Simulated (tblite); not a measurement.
C6H8FO (doublet state).
Atom-mapped SMILES: `[O:1]=[C:2]1[CH:3][CH2:4][CH2:5][C@@H:6]([F:7])[CH2:8]1` (hydrogens: H9 on C3; H10, H11 on C4; H12, H13 on C5; H14 on C6; H15, H16 on C8)

Computed geometry: GFN2-xTB, gas phase. This method treats the open shell by occupation alone, without spin polarisation.

Give the optimised bond lengths and angles.

```
  bond  length (Å)
 O1=C2       1.231
 C2–C3       1.420
 C3–C4       1.473
 C4–C5       1.525
 C5–C6       1.523
 C6–F7       1.384
 C6–C8       1.520
 C2–C8       1.521
 C3–H9       1.081
C4–H10       1.095
C4–H11       1.100
C5–H12       1.092
C5–H13       1.091
C6–H14       1.098
C8–H15       1.094
C8–H16       1.091
```

A selection of angles:
```
     angle  degrees
  O1–C2–C3    121.8
  O1–C2–C8    120.6
  C3–C2–C8    117.6
  C2–C3–C4    125.1
  C2–C3–H9    116.7
  C4–C3–H9    118.1
  C3–C4–C5    113.3
 C3–C4–H10    109.7
 C3–C4–H11    108.0
 C5–C4–H10    110.5
 C5–C4–H11    109.7
H10–C4–H11    105.3
  C4–C5–C6    109.3
 C4–C5–H12    110.2
 C4–C5–H13    110.7
 C6–C5–H12    108.6
 C6–C5–H13    110.0
H12–C5–H13    108.1
  C5–C6–F7    109.3
  C5–C6–C8    110.3
 C5–C6–H14    110.9
  F7–C6–C8    109.3
 F7–C6–H14    105.6
 C8–C6–H14    111.2
 C6–C8–H15    108.8
 C6–C8–H16    111.2
  C2–C8–C6    112.7
 C2–C8–H15    107.8
 C2–C8–H16    108.9
H15–C8–H16    107.1
```

Torsions: O1–C2–C3–C4 -178° (antiperiplanar); C2–C3–C4–C5 -14° (synperiplanar); C3–C4–C5–C6 44° (synclinal); C4–C5–C6–F7 175° (antiperiplanar); C5–C6–C8–C2 53° (synclinal); O1–C2–C8–C6 159° (antiperiplanar).

Of the pairs four or more bonds apart, H12···H15 is among the closest relative to their van der Waals radii: 2.52 Å, 105 % of the sum of Bondi's values. C2 (carbon bonded to 2 C and O) is planar (angles 121.8°, 120.6° and 117.6°, sum 360.0°, 0.00 Å off the plane of its three neighbours). C3 (carbon bonded to 2 C and H) is planar (angles 125.1°, 118.1° and 116.7°, sum 359.9°, 0.02 Å off the plane of its three neighbours). The C–C distances run from 1.420 Å (C2–C3, drawn single in one of several resonance forms) to 1.525 Å (C4–C5, drawn single), a spread of 0.105 Å. The 6-membered ring C2–C3–C4–C5–C6–C8 has internal angles of 109.3° to 125.1°; it is puckered, 0.21 Å rms from its mean plane, widest ring torsion 64°.

Point group: C1 (no symmetry element, even within 0.4 Å). Its GFN2-xTB frequencies are all real (lowest 94 cm⁻¹). 3 starts were optimised and ended at 0.00, 0.28 and 0.28 kcal/mol (GFN2-xTB); the lowest of these is shown.

On one thread of an Arm Neoverse V2 (shared host), this took 0.35 s of wall time. This is the geometry optimisation.

One conformer stands for the species.
